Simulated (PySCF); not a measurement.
C₃H₄F₂Si, SMILES C#CC(F)(F)[SiH3].

Geometry optimised at PBE-D3(BJ)/def2-SVP. This is a generated structure with no PubChem entry under its InChIKey; it may be hypothetical.

Calculation: ωB97X/def2-TZVP run with PySCF.

The molecule is in vacuum.

```
Property                                                                                                        Result
---------------------------------------------------------------------------------------------  -----------------------
total energy                                                                                        -605.86521 hartree
point group                                                                                                         Cs
highest occupied level                                                                                       -10.76 eV
lowest empty level                                                                                             1.66 eV
orbital gap                                                                                                   12.42 eV
dipole moment                                                                                                0.496 e·Å
quadrupole, principal values (traceless, Buckingham form, about the centre of nuclear charge)  -6.18, -4.12, 10.30 D·Å
mean static polarisability                                                                        61.1 bohr³ (9.06 Å³)
polarisability, principal values                                                                50.2, 53.4, 79.7 bohr³
```
